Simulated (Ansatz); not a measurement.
CH7B2N (`BN(B)C`), relaxed with RKS PBE0-D4/def2-TZVP in the Gaussian-basis code of Ansatz from a PBE-D4/def2-SVP geometry. The force threshold is 0.005 eV/Å; the program also tests the step.

Charge 0, multiplicity 1.

Start:

```xyz
11

B     0.013    1.224   -0.900
N    -0.117    0.072   -0.059
B    -1.412   -0.434    0.289
C     1.080   -0.605    0.468
H     1.125    1.648   -1.159
H    -0.989    1.753   -1.333
H    -1.489   -1.401    1.027
H    -2.401    0.109   -0.155
H     1.025   -0.703    1.571
H     1.992   -0.036    0.207
H     1.173   -1.626    0.045
```

```tsv
step	energy (eV)	largest force (eV/Å)	largest move (Å)
1	-3990.8973	0.534	0.000
2	-3990.9368	0.153	0.024
3	-3990.9402	0.015	0.009
4 (rejected)	-3990.9402	0.020	0.005
5	-3990.9402	0.016	0.002
6	-3990.9402	0.005	0.010
7	-3990.9403	0.001	0.006
8	-3990.9403	0.010	0.023
9	-3990.9403	0.012	0.009
10	-3990.9403	0.015	0.015
11	-3990.9403	0.013	0.007
12 (rejected)	-3990.9403	0.018	0.026
13	-3990.9403	0.007	0.013
14 (rejected)	-3990.9403	0.009	0.012
15	-3990.9403	0.003	0.006
16	-3990.9403	0.003	0.007
```

End:

```xyz
11

B     0.012    1.223   -0.876
N    -0.116    0.073   -0.057
B    -1.399   -0.444    0.268
C     1.072   -0.600    0.469
H     1.105    1.640   -1.135
H    -0.975    1.750   -1.290
H    -1.475   -1.417    0.963
H    -2.369    0.102   -0.158
H     1.058   -0.612    1.560
H     1.972   -0.082    0.137
H     1.115   -1.633    0.120
```

Hardware: 2 threads of an AMD EPYC 7R13 on a shared host. Wall time 39 s, peak host memory 0.39 GiB.
